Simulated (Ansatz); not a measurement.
```yaml
crystal:
  periodic: [false, false, false]
  atoms:
    - {symbol: O, position_ang: [-0.784196, 0.273754, 1.289230]}
    - {symbol: Si, position_ang: [-0.004519, -0.000024, -0.027869]}
    - {symbol: O, position_ang: [1.293699, 0.855332, -0.052206]}
    - {symbol: O, position_ang: [0.363841, -1.508322, -0.111450]}
    - {symbol: Cl, position_ang: [-1.138108, 0.484580, -1.573393]}
    - {symbol: H, position_ang: [-1.129803, 1.115794, 1.422407]}
    - {symbol: H, position_ang: [1.807633, 0.843091, -0.815056]}
    - {symbol: H, position_ang: [-0.320130, -2.119022, -0.185231]}
basis:
  gaussian: {orbitals: aug-cc-pVTZ}
total_charge: 1
magnetization: {spin_polarized: true, initial_magnetization: 1}
hamiltonian: {xc: {name: rPW86-PBE}}
scf: {lower_state_search: light}
kpoints: {mp_grid: {grid: [2, 2, 2]}}
output: {forces: true}
```

```sh
$ ansatz run in.yaml --threads 4 --pin off --events-out ev --progress --plain --max-ram 10444MiB
```

**Question.** How does Ansatz answer? (Best estimate.)

**Answer.** The calculation gave: The program refused the input.
```
Error: invalid value for `basis.gaussian`: such a run doesn't read kpoints; remove what it names
```
